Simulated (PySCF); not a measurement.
Order these species by their calculated properties.

All species are isolated and taken at one optimised geometry, non-relativistic unless stated. Electronic properties by PySCF.

The conformers computed, where there is a choice (atom-mapped SMILES and torsion angles):
- `[CH3:1]/[C:2]([CH2:3][C:4]#[N:5])=[N:6]\[SiH2:7][CH:8]=[O:9]`: C1–C2–C3–C4 59°, C2–N6–Si7–C8 75°, N6–Si7–C8–O9 -28°
- `[CH3:1][CH2:2][O:3][Si@@H:4]([F:5])[C:6]([F:7])([F:8])[F:9]`: C1–C2–O3–Si4 161°, C2–O3–Si4–F5 -172°, O3–Si4–C6–F7 70°
- `[CH2:1]=[CH:2][C@@H:3]([N:4]=[CH2:5])[O:6][SiH2:7][C:8]#[N:9]`: C1–C2–C3–N4 115°, C2–C3–N4–C5 -106°, C2–C3–O6–Si7 -102°, C3–O6–Si7–C8 -64°
- `[CH3:1][CH2:2][SiH:3]([O:4][SiH3:5])[O:6][SiH3:7]`: C1–C2–Si3–O4 -63°, C2–Si3–O4–Si5 111°, C2–Si3–O6–Si7 -106°
- `[CH3:1][CH2:2][O:3][Si@@H:4]([OH:5])[SiH2:6][SiH3:7]`: C1–C2–O3–Si4 -56°, C2–O3–Si4–O5 -164°, O3–Si4–Si6–Si7 -161°, H–O5–Si4–O3 -36°
- `[N:1]#[C:2][C@H:3]1[CH2:4][Si@@H:5]([NH:6][CH:7]=[O:8])[CH2:9]1`: C4–Si5–N6–C7 166°, Si5–N6–C7–O8 -1°
- `[CH3:1][O:2][C:3]1=[CH:4][CH2:5]1`: C1–O2–C3–C4 0°
- `[CH3:1]/[CH:2]=[C:3]1[CH:4]=[C:5]/1[NH:6][C:7]=[O:8]`: C4–C5–N6–C7 0°, C5–N6–C7–O8 180°
- `[Cl:1][CH:2]([Cl:3])[C:4]1[CH2:5][CH2:6][CH2:7]1`: Cl1–C2–C4–C5 -75°

(1) Rank by dipole moment, highest first (PBE0/pcSseg-1 at GFN2-xTB geometries).
A. `CCO[Si@@H](F)C(F)(F)F`
B. `C/C(CC#N)=N\[SiH2]C=O`
C. `C([C@@H](N=C)O[SiH2]C#N)=C`
D. `N#C[C@H]1C[Si@@H](NC=O)C1`
E. `CC[SiH](O[SiH3])O[SiH3]`
F. `CCO[Si@@H](O)[SiH2][SiH3]`

(2) Rank by HOMO energy, highest first (PBE0/pcSseg-1 at GFN2-xTB geometries).
A. `CCO[Si@@H](F)C(F)(F)F`
B. `N#C[C@H]1C[Si@@H](NC=O)C1`
C. `O([Si@H]([SiH2][SiH3])O)CC`
D. `COC1=CC1`

(3) Rank by HOMO–LUMO gap, lowest first (PBE0/pcSseg-1 at GFN2-xTB geometries).
A. `CCO[Si@@H](F)C(F)(F)F`
B. `N#C[C@H]1C[Si@@H](NC=O)C1`
C. `C/C(CC#N)=N\[SiH2]C=O`
D. `C=C[C@@H](N=C)O[SiH2]C#N`
E. `O[Si@@H]([SiH2][SiH3])OCC`

(4) Rank by smallest rotational constant, highest first (GFN2-xTB).
A. `CCO[Si@@H](O)[SiH2][SiH3]`
B. `C/C=C1C=C/1N[C]=O` [radical]
C. `O(CC)[Si@H](C(F)(F)F)F`
D. `COC1=CC1`
E. `ClC(Cl)[C]1CCC1` [radical]

Results:

(1) D (4.47 D), C (3.91 D), A (3.44 D), B (3.19 D), F (1.95 D), E (0.88 D).

(2) D (-6.41 eV), C (-7.60 eV), B (-8.18 eV), A (-8.90 eV).

(3) C (5.44 eV), D (6.56 eV), E (7.24 eV), B (7.81 eV), A (9.11 eV).

(4) D (3.019 GHz), E (0.947 GHz), B (0.827 GHz), C (0.736 GHz), A (0.589 GHz).
